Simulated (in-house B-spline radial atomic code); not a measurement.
A run on neutral caesium (an excited or competing configuration) that did not converge. Method: scalar-relativistic (X2C) B97-1, spin-polarised, spherical fractional occupations, exact exchange averaged over the configuration, Fermi nucleus of rms radius 4.8041 fm; computed with a B-spline radial code for spherical atoms.

Command:
```bash
python run_scf.py task.json out
```
Settings (nuclear radius in fm, mass in u):
```
Z                55
configuration    [Kr] 4d10 5s2 5p5 6s1 6d1
hamiltonian      x2c
method           b97_1
spin_polarised   True
nucleus          fermi
rms_radius       4.8041
atomic_mass      132.90545
speed_of_light   137.035999084
exact_exchange   averaged over the configuration
```

First and last ten iterations of the last attempt (damped for 15 steps, keeping 80 % of the old Fock matrix, then DIIS):
```
 iter        energy (Eh)    residual
    1       -7780.826618    4.78e-01
    2       -7782.832616    2.97e-01
    3       -7784.216736    1.94e-01
    4       -7784.851739    1.26e-01
    5       -7785.136055    8.08e-02
    6       -7785.260810    5.15e-02
    7       -7785.314762    3.27e-02
    8       -7785.338002    2.07e-02
    9       -7785.348110    1.31e-02
   10       -7785.352626    8.83e-03
  111       -7785.357310    1.80e-06
  112       -7785.357310    3.75e-06
  113       -7785.357310    1.72e-06
  114       -7785.357310    1.69e-06
  115       -7785.357310    1.88e-06
  116       -7785.357310    2.31e-06
  117       -7785.357310    2.12e-06
  118       -7785.357310    1.77e-06
  119       -7785.357310    1.86e-06
  120       -7785.357310    1.86e-06
 not converged after 120 iterations
```

The smallest residual met was 1.7e-06; the threshold is about 6e-07. Over the last five steps the energy moves by less than 1e-08 hartree, but the orbitals didn't meet the threshold. Cost of the run: 6.3 s on 1 thread of Arm Neoverse V1, with other jobs on the host.
